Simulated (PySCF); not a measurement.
This triplet is an excited state, 0.42 eV above the relaxed quintet at the level B3LYP-D3(BJ)/def2-TZVP // TPSS-D3(BJ)/def2-SVP (PySCF).

B3LYP has the VWN-RPA correlation part, as in Gaussian. 

## [Co(Cl)4]- (charge -1, multiplicity 3)

The numbers are results of B3LYP-D3(BJ)/def2-TZVP // TPSS-D3(BJ)/def2-SVP in PySCF, not measurements.

```
Quantity                                                         Value
----------------------------------------------  ----------------------
highest occupied spin orbital                                 -3.60 eV
charge on the central atom (Mulliken)                           0.65 e
charge on the central atom (meta-Löwdin)                        1.11 e
spin population on the central atom (Mulliken)                    1.97
total energy                                             -3224.0025 Ha
cost                                            roughly 4 core-minutes
```

Bonds (Å): Co1–Cl2 2.186, Co1–Cl3 2.185, Co1–Cl4 2.185, Co1–Cl5 2.185. Bond angles (°): Cl2–Co1–Cl3 97.7, Cl2–Co1–Cl4 137.1, Cl2–Co1–Cl5 97.6, Cl3–Co1–Cl4 97.6, Cl3–Co1–Cl5 137.2, Cl4–Co1–Cl5 97.7.
Charge -1, spin multiplicity 3.
